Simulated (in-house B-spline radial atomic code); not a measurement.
A radial electron density 4πr²n(r) was computed for an atom or ion in its tabulated ground configuration with a B-spline radial code for spherical atoms; method: non-relativistic TPSSh, spin-polarised, spherical fractional occupations, exact exchange averaged over the configuration. Columns: r (bohr), 4πr²n(r) (electrons per bohr), bar.

```
 0.00272   0.8578 #
 0.00334    1.254 ##
 0.00409    1.811 ##
 0.00502    2.604 ###
 0.00616    3.705 #####
 0.00755    5.192 #######
 0.00926    7.172 ##########
  0.0114     9.77 #############
  0.0139    12.83 #################
  0.0171    16.56 ######################
  0.0209     20.5 ###########################
  0.0257    24.47 #################################
  0.0315    27.71 #####################################
  0.0386    29.61 #######################################
  0.0474    29.66 #######################################
  0.0581     27.9 #####################################
  0.0713     25.2 ##################################
  0.0874    23.22 ###############################
   0.107    23.58 ###############################
   0.131    26.69 ####################################
   0.161       31 #########################################
   0.198    33.06 ############################################
   0.242    30.29 ########################################
   0.297    23.13 ###############################
   0.365    15.44 #####################
   0.447     11.7 ################
   0.548    12.54 #################
   0.673    14.72 ####################
   0.825    14.44 ###################
    1.01    11.23 ###############
    1.24    7.009 #########
    1.52    3.808 #####
    1.87    2.073 ###
    2.29    1.346 ##
    2.81   0.9729 #
    3.44   0.6614 #
    4.22   0.3644 
    5.18    0.152 
    6.35  0.04812 
    7.79  0.01057 
    9.55  0.00153 
    11.7 0.0001289
```

Task: Which atom or ion is it?
A. Fe
B. Ni+
C. Mn
D. Cr

Result: C. The area under the curve, ∫4πr²n dr = ∫r·4πr²n d(ln r) on this logarithmic grid, is 25 electrons, which only this option has. The configuration is [Ar] 3d5 4s2.
